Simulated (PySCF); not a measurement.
C4H10O, SMILES CC(C)(C)O, GFN2-xTB optimised geometry.

```
15

C     -0.58    -0.81    -1.26
C     -0.06    -0.10     0.00
C     -0.58    -0.81     1.26
C     -0.48     1.36     0.00
O      1.36    -0.10     0.00
H     -1.67    -0.76    -1.30
H     -0.18    -0.34    -2.15
H     -0.29    -1.86    -1.26
H     -0.18    -0.34     2.15
H     -1.67    -0.76     1.30
H     -0.29    -1.86     1.26
H     -1.56     1.45     0.00
H     -0.08     1.86    -0.88
H     -0.08     1.86     0.88
H      1.67    -1.02     0.00
```

Density from CAM-B3LYP/def2-TZVP run with PySCF at that geometry.

Minimum of the electron density along straight lines between bonded atoms, close to the bond critical point (lines longer than 1.1 times the sum of covalent radii, or with two minima, are not listed):

```tsv
bond	length / Å	ρ at the minimum / e bohr⁻³	∇²ρ there / e bohr⁻⁵	position (fraction from the first atom)
C1–C2	1.534	0.251	-0.64	0.50
C2–C3	1.534	0.251	-0.64	0.50
C2–C4	1.528	0.254	-0.66	0.51
C2–O5	1.420	0.261	-0.62	0.36
C1–H6	1.086	0.280	-0.97	0.64
C1–H7	1.087	0.281	-0.97	0.64
C1–H8	1.089	0.278	-0.95	0.64
C3–H9	1.087	0.281	-0.97	0.64
C3–H10	1.086	0.280	-0.97	0.64
C3–H11	1.089	0.278	-0.95	0.64
C4–H12	1.086	0.281	-0.97	0.64
C4–H13	1.086	0.281	-0.98	0.64
C4–H14	1.086	0.281	-0.98	0.64
O5–H15	0.963	0.361	-2.41	0.80
```
